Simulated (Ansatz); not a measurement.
Input for Ansatz (a first-principles code): R-SVWN5/def2-TZVPP on H2O2Sn (SMILES [OH][Sn][OH]), a point of a torsion scan. Elements past Kr take the def2 small-core potentials; no spin–orbit coupling.

Ansatz 0.2 input:
```yaml
crystal:
  periodic: [false, false, false]
  atoms:
    - {symbol: O, position_ang: [1.37927700, -0.26780126, -0.28516792]}
    - {symbol: Sn, position_ang: [-0.28901997, 0.68299742, -0.82495549]}
    - {symbol: O, position_ang: [0.38323678, 2.03511714, -2.20381764]}
    - {symbol: H, position_ang: [2.24347793, -0.50606554, 0.03847506]}
    - {symbol: H, position_ang: [1.26880607, 2.19872567, -2.52022700]}
basis:
  gaussian:
    orbitals: def2-TZVPP
hamiltonian:
  xc: {name: SVWN5}
scf: {lower_state_search: off}
```

Program output:

```
WARN ansatz: RAYON_NUM_THREADS=1 ignored (pool sized by the plan → 1); use --threads N
Functional definition: SVWN5
these checks for a lower state are left out or cut short: stability, starts, cluster_reference, orbital_swaps, neighbouring_geometries, increment
integrals: 0.04 GiB planned
808 factors; their error is unknown
mean field: 0.37 GiB planned
mean field evaluation 1: about -9906.6855 eV, gradient 9.9e1 eV
mean field evaluation 2: about -9723.5404 eV, gradient 2.6e2 eV
mean field evaluation 4: about -9920.1882 eV, gradient 4.0e1 eV
mean field evaluation 8: about -9923.1580 eV, gradient 1.8e-1 eV
mean field evaluation 16: about -9923.1522 eV, gradient 7.9e-5 eV
mean field -9923.15224892 eV, -364.6691189936 hartree, gradient 5.6e-6 eV, S^2 0.000000; 0 other end points of the search recorded, 0 dependent functions left out
reference -9923.15228812 eV, -364.6691204342 hartree; 20, 20 occupied and 120, 120 virtual orbitals, 808 factors
Total energy: -9923.15228812 eV, -364.6691204342 hartree
Checks for a lower state left out: stability, starts, cluster_reference, orbital_swaps, neighbouring_geometries, increment
```

The calculation finished and met its thresholds.

Cost: very roughly 0.8 core-seconds.
